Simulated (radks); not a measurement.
Species: Eu34+. Configuration: [Ar] 3d10 4s1 (the NIST ground configuration). All-electron calculation, scalar-relativistic Kohn-Sham, LB94 model potential, spin-polarised, spherical densities, finite nucleus; open shells are filled with parallel spins first (spin-orbit coupling, left out, can overturn this in heavy ions); Fermi nuclear charge, rms radius 5.1115 fm. Program: a radial shooting solver on a logarithmic mesh with Libxc functionals.

Unscreened Slater integrals over Kohn-Sham orbitals (cm^-1). They are taken over the spin-up orbitals.

| integral | value |
|---|---|
| F0(4s,4s) | 398990 |
| F0(4s,3d) | 501060 |
| G2(4s,3d) | 48100 |
| F0(4s,3p) | 492370 |
| G1(4s,3p) | 50450 |
| F0(4s,3s) | 491070 |
| G0(4s,3s) | 38182 |
| F0(3d,3d) | 906110 |
| F2(3d,3d) | 461070 |
| F4(3d,3d) | 296440 |
| F0(3d,3p) | 847550 |
| F2(3d,3p) | 408720 |
| G1(3d,3p) | 450330 |
| G3(3d,3p) | 296180 |
| F0(3d,3s) | 841280 |
| G2(3d,3s) | 344290 |
| F0(3p,3p) | 812710 |
| F2(3p,3p) | 409110 |
| F0(3p,3s) | 806650 |
| G1(3p,3s) | 528090 |
| F0(3s,3s) | 802370 |
